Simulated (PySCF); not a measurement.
Basis and Hamiltonian dependence of the electron affinity of I

I⁻ [Xe] (1S) → I [Kr] 4d10 5s2 5p5 (2P). All values are computed (PySCF 2.14, energy differences of UHF-based or UKS calculations, no spin-orbit coupling). Values in eV.

```csv
basis,Hamiltonian,functions,UHF,PBE,PBE0,MP2 (valence),CCSD(T) (valence),CCSD(T) (valence and next inner shell)
aug-cc-pVDZ-PP with ECP28MDF,ECP,32,2.397,3.299,3.300,3.144,3.093,n/a
aug-cc-pwCVDZ-PP with ECP28MDF,ECP,48,2.388,3.303,3.301,3.138,3.086,3.090
"aug-cc-pVTZ-PP with one added diffuse shell each of d, f type with ECP28MDF",ECP,67,2.301,3.240,3.234,3.199,3.153,n/a
ANO-RCC-VTZP,spin-free X2C,68,2.275,3.231,3.236,3.092,3.029,3.068
def2-QZVPPD with the def2 core potential (28 electrons),ECP,91,2.293,3.245,3.234,3.257,3.229,n/a
aug-cc-pVQZ-PP with ECP28MDF,ECP,92,2.295,3.248,3.237,3.290,3.266,n/a
aug-cc-pwCVTZ-PP with ECP28MDF,ECP,96,2.289,3.237,3.228,3.191,3.145,n/a
aug-cc-pVQZ-DK3,spin-free X2C,102,2.298,3.255,3.244,3.291,3.269,n/a
"aug-cc-pwCVTZ-DK3 with one added diffuse shell each of s, p, d, f type",spin-free X2C,125,2.293,3.248,3.237,3.199,n/a,3.177
"x2c-QZVPPall with one added diffuse shell each of s, p, d, f type",spin-free X2C,128,2.294,3.251,3.240,3.263,n/a,n/a
dyall-av2z,non-relativistic,130,2.500,3.399,3.409,3.229,3.164,n/a
aug-cc-pV5Z-PP with ECP28MDF,ECP,139,2.293,3.244,3.233,3.328,n/a,n/a
aug-cc-pwCVQZ-PP with ECP28MDF,ECP,169,2.286,3.238,3.227,3.286,n/a,n/a
```

Question: Estimate the row for aug-cc-pVQZ-PP with one added diffuse shell each of s, p, d, f, g type with ECP28MDF (ECP, 117 functions).

Answer: From the rows with the same Hamiltonian and similar size; the calculation gives UHF 2.29; PBE 3.25; PBE0 3.24; MP2 (valence) 3.29 (eV).

Extrapolation of MP2 (valence) from aug-cc-pVQZ-PP with ECP28MDF and aug-cc-pV5Z-PP with ECP28MDF: the correlation parts are 0.994 and 1.035 eV; with the X⁻³ form and unrounded values, (5³ × 1.035 − 4³ × 0.994)/(5³ − 4³) = 1.078 eV, and adding the Hartree-Fock value 2.293 eV of the larger basis gives 3.371 eV.

Extrapolation of MP2 (valence) from aug-cc-pwCVTZ-PP with ECP28MDF and aug-cc-pwCVQZ-PP with ECP28MDF: the correlation parts are 0.902 and 1.000 eV; with the X⁻³ form and unrounded values, (4³ × 1.000 − 3³ × 0.902)/(4³ − 3³) = 1.071 eV, and adding the Hartree-Fock value 2.286 eV of the larger basis gives 3.358 eV.

Frozen in the all-electron rows: valence and next inner shell: [Ar] 3d10; valence: [Kr] 4d10; with a core potential, the same shells as far as they lie outside it.

Non-relativistic rows lack the scalar-relativistic shift.

Between the lowest levels the reference is 3.059 eV (measured; photodetachment measurements, as compiled on the Wikipedia data page of electron affinities); it includes spin-orbit coupling, which these numbers lack.
